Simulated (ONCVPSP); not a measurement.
**Before and after: ONCV potential for copper**

* Element: Cu
* Generator: ONCVPSP 4.0.1
* Type: optimised norm-conserving Vanderbilt (ONCV)
* Functional: PW91
* Relativity: scalar-relativistic
* Frozen core: [Ne]
* Valence charge: 19
* Reference configuration: 3s2 3p6 3d8 (charge +3)
* Partial waves: 3s: rc 0.90 bohr, ncon 4, nbas 8, qcut 15.1 1/bohr, 2 projectors, debl 2 Ha; 3p: rc 1.10 bohr, ncon 4, nbas 7, qcut 15.8 1/bohr, 2 projectors, debl 1.6 Ha; 3d: rc 0.90 bohr, ncon 4, nbas 9, qcut 19.9 1/bohr, local
* Local potential: the d channel
* Core correction: Teter function, fcfact 2.5, rcfact 1.25

In the s channel the program set the typed energies aside and used -5.907, 0.250 Ha. In the p channel the program set the typed energies aside and used -4.333, 0.250 Ha.

Change: all radii but the core radius scaled by about 1.14 (s 1.02, p 1.26, d 1.02 bohr).

Cutoffs: the cutoffs (Ha) at which the residual kinetic energy of the hardest occupied pseudo-wave falls to 1 and 0.1 mHa per electron; they do not see the model core or the augmentation charge, which bear on the density cutoff. Errors are all-electron minus pseudo energies relative to the spin-unpolarised reference configuration.

Predict the effect on cutoff, ghosts and configuration errors.

The potential gets softer (135 Ha and 154 Ha → 121 Ha and 139 Ha); both files keep a bound ghost (s); of the 4 tests that both files solve, the error grows in 4 and shrinks in 0 by more than 15 % and 0.3 meV (median size 11.9 → 21.3 meV). A larger radius leaves more room for a smooth pseudo-wave, so fewer plane waves are needed. More of the atom is replaced by a form fitted at one configuration, so other configurations suffer.

```csv
quantity,base,changed
"cutoff, loose",135 Ha,121 Ha
"cutoff, tight",154 Ha,139 Ha
loose cutoff by channel,"s 77 Ha, p 45 Ha, d 135 Ha","s 68 Ha, p 48 Ha, d 121 Ha"
bound ghosts,s,s
GHOST(+) flags under 300 eV,none,p at 204.1 eV
"error for 3s2 3p6 3d10 4s1, meV [ΔE -68.77 eV]",-12,-24
"error for 3s2 3p6 3d10, meV [ΔE -60.57 eV]",-11,-22
"error for 3s2 3p6 3d9, meV [ΔE -39.13 eV]",-1.7,-4.7
"error for 3s1 3p6 3d10 4s1, meV [ΔE 53.48 eV]",+13,+20
"rms error of d²Exc/dni dnj with the model core, mHa",2.31,2.32
```

 A true bound ghost makes a file unfit for plane-wave use even where its test errors are small: the radial tests pick states by their node count and pass the ghost by.
